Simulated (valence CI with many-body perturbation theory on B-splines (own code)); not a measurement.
E1 line list for Pb L

Level of theory: valence CI with perturbative core correlation (CI+MBPT): five valence electrons over a frozen Dirac-Fock core [Ar] 3d10, radial functions for each j: 11 s, 11 p, 10 d, 8 f, 5 g, 2 h, with the one-electron correlation potential Σ1 (screened to all orders), the two-electron term Σ2, the three-electron term Σ3, Breit, model QED; selected single and double excitations, second order for the rest, scaled by the run's own slope (own B-spline code, finite nucleus).

The last digits are not significant, and no measured levels were compared; by estimate large intervals hold to a few tenths of a per cent, small ones and those within an open d or f shell to about a per cent. Among the levels kept, up to 2200 cm⁻¹ of a level comes from second order outside the variational space, and about a tenth of that is noise between levels of different J, which matters for small intervals.

Lines 1 to 50 of 567 in falling wavelength, among levels below 54.696 Ry, chosen from the strongest by gf and those to the six lowest levels. Wavelengths and rates use the calculated energies. Electric multipoles are in the length gauge with retardation, E1 and E2 with the static RPA response of the core. Weak lines are less certain than strong ones. Lines between different terms over intervals too small for the method are left out, as are lines whose strength nearly cancels. Where a level lies close to another of its J and parity, the split of strength between their lines is uncertain. The highest levels of a list are the least certain.

Levels are named by their leading jj configuration (3d3/2^4 stands for four electrons in 3d with j = 3/2), which in mixed levels can hold well under half, so a name can repeat and another be missing. Letters in brackets count levels of one name in rising energy.

```csv
λ vac (Å),Upper,Lower,A (s⁻¹),S (a.u.)
204.6,(4s^2 4p1/2^2 4d5/2) J=5/2,(4s^2 4p1/2 4p3/2^2) J=5/2,3.60e+07,9.13e-04
185.4,(4s^2 4p1/2^2 4d5/2) J=5/2,(4s^2 4p1/2 4p3/2^2) J=3/2,3.60e+07,6.79e-04
129.9,(4s 4p1/2^2 4d3/2^2) J=5/2,(4s^2 4p1/2 4d3/2^2) J=3/2,9.04e+09,5.86e-02
123.0,(4s 4p1/2^2 4p3/2 4d3/2) J=7/2,(4s^2 4p1/2 4p3/2 4d3/2) J=5/2 [b],9.27e+09,6.82e-02
121.4,(4s 4p1/2^2 4d3/2 4d5/2) J=9/2,(4s^2 4p1/2 4p3/2 4f5/2) J=7/2 [b],7.25e+09,6.41e-02
114.1,(4s 4p1/2^2 4d3/2^2) J=1/2,(4s^2 4p1/2 4d3/2^2) J=1/2,2.79e+10,4.08e-02
113.6,(4s 4p1/2 4p3/2^2 4d3/2) J=9/2,(4s^2 4p3/2^2 4d3/2) J=7/2,1.31e+10,9.44e-02
113.2,(4s 4p1/2^2 4p3/2 4d5/2) J=9/2,(4s^2 4p1/2 4p3/2 4d5/2) J=9/2,1.09e+10,7.79e-02
111.2,(4s 4p1/2^2 4p3/2 4f7/2) J=11/2,(4s^2 4p1/2 4p3/2 4f7/2) J=11/2,1.21e+10,9.90e-02
110.9,(4s 4p1/2^2 4p3/2 4d5/2) J=7/2 [a],(4s^2 4p1/2 4p3/2 4d5/2) J=5/2 [b],9.79e+09,5.27e-02
110.1,(4s 4p1/2 4p3/2^2 4d3/2) J=5/2 [c],(4s^2 4p3/2^2 4d3/2) J=3/2 [b],1.30e+10,5.13e-02
108.9,(4s 4p1/2^2 4p3/2^2) J=5/2,(4s^2 4p1/2 4p3/2^2) J=5/2,1.24e+10,4.76e-02
108.7,(4s 4p1/2^2 4d3/2^2) J=3/2,(4s^2 4p1/2 4d3/2^2) J=5/2,1.64e+10,4.16e-02
108.5,(4s 4p1/2^2 4d5/2^2) J=9/2,(4s^2 4p1/2 4p3/2 4f7/2) J=9/2 [b],1.06e+10,6.66e-02
107.8,(4s 4p1/2 4p3/2^2 4d5/2) J=11/2,(4s^2 4p3/2^2 4d5/2) J=9/2,1.96e+10,1.45e-01
107.8,(4s 4p1/2^2 4p3/2 4f7/2) J=9/2 [c],(4s 4p1/2 4p3/2^2 4d3/2) J=7/2 [b],7.66e+09,4.73e-02
107.7,(4s 4p1/2^2 4d5/2^2) J=9/2,(4s^2 4p1/2 4p3/2 4f7/2) J=7/2 [b],1.23e+10,7.61e-02
106.9,(4s 4p1/2^2 4p3/2 4f7/2) J=7/2 [a],(4s^2 4p1/2 4p3/2 4f7/2) J=5/2 [a],9.57e+09,4.62e-02
106.8,(4s 4p1/2^2 4d3/2 4d5/2) J=7/2 [a],(4s^2 4p1/2 4d3/2 4d5/2) J=5/2 [a],9.13e+09,4.40e-02
106.6,(4s 4p1/2^2 4p3/2 4f7/2) J=11/2,(4s^2 4p1/2 4p3/2 4f7/2) J=9/2 [a],1.82e+10,1.31e-01
106.3,(4s 4p1/2^2 4p3/2 4d5/2) J=9/2,(4s^2 4p1/2 4p3/2 4d5/2) J=7/2 [a],2.16e+10,1.28e-01
105.9,(4s 4p1/2^2 4p3/2 4f7/2) J=9/2 [c],(4s 4p1/2 4p3/2^2 4d3/2) J=7/2 [a],1.07e+10,6.31e-02
105.9,(4s 4p1/2^2 4p3/2 4f7/2) J=9/2 [a],(4s^2 4p1/2 4p3/2 4f5/2) J=9/2,1.31e+10,7.69e-02
105.7,(4s 4p1/2^2 4p3/2 4f7/2) J=9/2 [c],(4s^2 4p1/2 4d5/2^2) J=9/2,1.19e+10,6.96e-02
105.5,(4s 4p1/2^2 4p3/2 4f7/2) J=9/2 [a],(4s^2 4p1/2 4p3/2 4f7/2) J=7/2 [a],1.56e+10,9.03e-02
105.5,(4s 4p1/2 4p3/2^2 4d5/2) J=7/2 [e],(4s^2 4p3/2^2 4d5/2) J=5/2 [b],2.01e+10,9.30e-02
105.3,(4s 4p1/2^2 4p3/2 4d3/2) J=5/2 [a],(4s^2 4p1/2 4p3/2 4d3/2) J=5/2 [a],1.54e+10,5.32e-02
105.3,(4s 4p1/2^2 4p3/2 4d3/2) J=7/2,(4s^2 4p1/2 4p3/2 4d3/2) J=7/2,1.46e+10,6.73e-02
105.1,(4s 4p1/2^2 4d3/2 4d5/2) J=7/2 [a],(4s^2 4p1/2 4d3/2 4d5/2) J=7/2,1.63e+10,7.47e-02
104.8,(4s 4p1/2 4p3/2^2 4d5/2) J=9/2 [b],(4s^2 4p3/2^2 4d5/2) J=7/2,2.03e+10,1.16e-01
104.8,(4s 4p1/2^2 4p3/2 4d5/2) J=5/2 [a],(4s^2 4p1/2 4p3/2 4d5/2) J=5/2 [a],1.64e+10,5.58e-02
104.6,(4s 4p1/2^2 4d3/2 4d5/2) J=5/2 [a],(4s^2 4p1/2 4d3/2 4d5/2) J=5/2 [a],1.44e+10,4.89e-02
103.7,(4s 4p1/2^2 4p3/2 4f7/2) J=3/2,(4s^2 4p1/2 4p3/2 4f7/2) J=5/2 [b],2.29e+10,5.04e-02
103.5,(4s 4p1/2^2 4p3/2 4d5/2) J=7/2 [b],(4s^2 4p1/2 4p3/2 4d5/2) J=5/2 [b],9.69e+09,4.24e-02
103.4,(4s 4p1/2^2 4d3/2 4d5/2) J=9/2,(4s^2 4p1/2 4d3/2 4d5/2) J=9/2,1.76e+10,9.61e-02
103.3,(4s 4p1/2^2 4d3/2^2) J=5/2,(4s^2 4p1/2 4d3/2^2) J=5/2,1.60e+10,5.21e-02
103.2,(4s 4p1/2^2 4p3/2^2) J=5/2,(4s^2 4p1/2 4p3/2^2) J=3/2,1.84e+10,6.01e-02
103.2,(4s 4p1/2^2 4p3/2 4f5/2) J=7/2 [a],(4s^2 4p1/2 4p3/2 4f5/2) J=5/2 [a],1.15e+10,4.98e-02
103.1,(4p1/2^2 4p3/2^3) J=3/2,(4s 4p1/2 4p3/2^3) J=3/2 [b],1.92e+10,4.15e-02
103.0,(4s 4p1/2^2 4d3/2 4d5/2) J=5/2 [a],(4s^2 4p1/2 4d3/2 4d5/2) J=7/2,1.16e+10,3.77e-02
102.5,(4s 4p1/2^2 4p3/2 4d5/2) J=5/2 [a],(4s^2 4p1/2 4p3/2 4d5/2) J=3/2 [a],2.11e+10,6.74e-02
102.1,(4s 4p1/2 4p3/2^3) J=5/2,(4s^2 4p3/2^3) J=3/2,2.11e+10,6.66e-02
101.8,(4s 4p1/2^2 4p3/2 4f7/2) J=5/2 [b],(4s^2 4p1/2 4d5/2^2) J=3/2,2.09e+10,6.51e-02
101.3,(4s 4p1/2^2 4p3/2 4d5/2) J=3/2 [b],(4s^2 4p1/2 4p3/2 4d5/2) J=1/2,1.86e+10,3.82e-02
101.3,(4s 4p1/2^2 4p3/2 4f7/2) J=5/2 [b],(4s^2 4p1/2 4d5/2^2) J=5/2,1.67e+10,5.15e-02
101.1,(4s 4p1/2^2 4p3/2 4f7/2) J=7/2 [a],(4s^2 4p1/2 4p3/2 4f5/2) J=9/2,1.17e+10,4.78e-02
100.9,(4s 4p1/2^2 4p3/2^2) J=1/2,(4s^2 4p1/2 4p3/2^2) J=1/2,4.06e+10,4.11e-02
100.7,(4s 4p1/2^2 4p3/2 4f7/2) J=7/2 [a],(4s^2 4p1/2 4p3/2 4f7/2) J=7/2 [a],9.13e+09,3.68e-02
100.5,(4s 4p1/2 4p3/2^2 4d5/2) J=7/2 [d],(4s^2 4p3/2^2 4d5/2) J=5/2 [a],1.39e+10,5.55e-02
100.3,(4s 4p1/2^2 4p3/2 4f5/2) J=7/2 [b],(4s^2 4p1/2 4p3/2 4f7/2) J=7/2 [c],1.36e+10,5.41e-02
```
